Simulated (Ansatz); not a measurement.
C2H3NSi, SMILES `C#C[Si]N` (lower singlet) (charge 0, multiplicity 1). This singlet lies 1.94 eV below the relaxed triplet at the level B3LYP/cc-pVTZ // PBE0-D3(BJ)/def2-TZVP (Ansatz, an electronic-structure program).

Method: frozen-core fic-MRCISD+Q@CASSCF(2e,2o)/cc-pVTZ // PBE0-D3(BJ)/def2-TZVP run with Ansatz.

Ansatz 0.2 input:
```yaml
crystal:
  periodic: [false, false, false]
  atoms:
    - { symbol: C, position_ang: [2.127147, 0.080693, 0.115133] }
    - { symbol: C, position_ang: [0.994719, -0.236201, -0.175412] }
    - { symbol: Si, position_ang: [-0.616673, -0.906615, -0.812281] }
    - { symbol: N, position_ang: [-1.639858, 0.032958, 0.176336] }
    - { symbol: H, position_ang: [3.119657, 0.367452, 0.379166] }
    - { symbol: H, position_ang: [-2.642648, -0.050462, 0.120802] }
    - { symbol: H, position_ang: [-1.342341, 0.712176, 0.859867] }
basis:
  gaussian: { orbitals: cc-pVTZ }
correlation:
  method: fic_mrcisd_q
  active_space: { window: { electrons: 2, orbitals: 2 } }
```

Output:

```
Functional definition: HF
969 factors; integrals over basis functions are off by at most 1.1e-3 eV
mean field evaluation 1: about -11448.4932 eV, gradient 3.9e1 eV
mean field evaluation 2: about -11448.7659 eV, gradient 3.9e1 eV
mean field evaluation 4: about -11452.3525 eV, gradient 3.9e0 eV
mean field evaluation 8: about -11452.4157 eV, gradient 2.8e-1 eV
mean field -11452.41621387 eV, -420.8685331332 hartree, gradient 8.3e-6 eV, S^2 0.000000; 0 other end points of the search recorded, 0 dependent functions left out
reference -11452.41621387 eV, -420.8685331332 hartree; 18, 18 occupied and 148, 148 virtual orbitals, 969 factors
state -11453.04678141 eV, -420.8917060629 hartree
contracted CI cycle   1: correlation 0.00000000 eV, 0.0000000000 hartree, residual 4.12e1 eV
contracted CI cycle   2: correlation -13.90863507 eV, -0.5111329114 hartree, residual 6.42e0 eV
contracted CI cycle   3: correlation -14.32672341 eV, -0.5264973745 hartree, residual 1.26e0 eV
contracted CI cycle   4: correlation -14.34341333 eV, -0.5271107174 hartree, residual 3.11e-1 eV
contracted CI cycle   5: correlation -14.34450985 eV, -0.5271510138 hartree, residual 7.78e-2 eV
contracted CI cycle   6: correlation -14.34457682 eV, -0.5271534750 hartree, residual 1.91e-2 eV
contracted CI cycle   7: correlation -14.34458145 eV, -0.5271536451 hartree, residual 6.16e-3 eV
contracted CI cycle   8: correlation -14.34458188 eV, -0.5271536610 hartree, residual 1.90e-3 eV
state -11453.04678141 eV, -420.8917060629 hartree; corrected -11469.75902134 eV, -421.5058695525 hartree
state -11452.94127524 eV, -420.8878287825 hartree
contracted CI cycle   1: correlation 0.00000000 eV, 0.0000000000 hartree, residual 4.14e1 eV
contracted CI cycle   2: correlation -14.00335015 eV, -0.5146136261 hartree, residual 6.26e0 eV
contracted CI cycle   3: correlation -14.41458269 eV, -0.5297261432 hartree, residual 1.19e0 eV
contracted CI cycle   4: correlation -14.43158093 eV, -0.5303508173 hartree, residual 3.17e-1 eV
contracted CI cycle   5: correlation -14.43288472 eV, -0.5303987305 hartree, residual 8.79e-2 eV
contracted CI cycle   6: correlation -14.43297914 eV, -0.5304022002 hartree, residual 2.47e-2 eV
contracted CI cycle   7: correlation -14.43298692 eV, -0.5304024863 hartree, residual 6.97e-3 eV
contracted CI cycle   8: correlation -14.43298750 eV, -0.5304025076 hartree, residual 1.91e-3 eV
contracted CI cycle   9: correlation -14.43298755 eV, -0.5304025093 hartree, residual 5.53e-4 eV
state -11452.94127524 eV, -420.8878287825 hartree; corrected -11469.73409606 eV, -421.5049535650 hartree
state -11453.04678141 eV, -420.8917060629 hartree; corrected -11469.75902134 eV, -421.5058695525 hartree
Total energy: -11469.75902134 eV, -421.5058695525 hartree
```
